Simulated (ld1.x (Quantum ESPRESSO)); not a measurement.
# Ranking TM potentials for boron

All share these settings but for the change named:

* Element: boron (B)
* Generator: ld1.x (Quantum ESPRESSO) 7.5
* Type: norm-conserving Troullier–Martins (Kleinman–Bylander form)
* Functional: LDA (PZ)
* Relativity: non-relativistic
* Frozen core: [He]
* Valence charge: 3
* Reference configuration: 2s1.75 2p1.25
* Partial waves: 2p (bound): rc 2.05 bohr; 2s (bound): rc 1.35 bohr
* Local potential: the s channel
* Core correction: a·sin(br)/r model core inside 1.30 bohr

Test errors are all-electron minus pseudo excitation energies from the reference, over 2s2 2p1; 2s2 2p0; 2s1 2p0; 2s2 2p0.5; 2s1 2p2; 2s2 2p1.3; 2s1 2p1. None of these files shows a bound ghost.

The base gives 139.0 meV.

Of 8 variants that were run, those that failed, showed a ghost or another fault, or gave nearly equal values are left out.

A variant can come out equal or close to the base, since the largest error may sit in a test that the change hardly touches while other tests move.

Question: Rank these variants by their largest absolute test error, smallest first.
A. core correction a·sin(br)/r model core inside 1.44 bohr
B. core correction a·sin(br)/r model core inside 0.94 bohr
C. core correction a·sin(br)/r model core inside 1.04 bohr
D. core correction a·sin(br)/r model core inside 0.60 bohr

Answer: D (79.3 meV), B (98.8 meV), C (111.7 meV), A (145.7 meV).
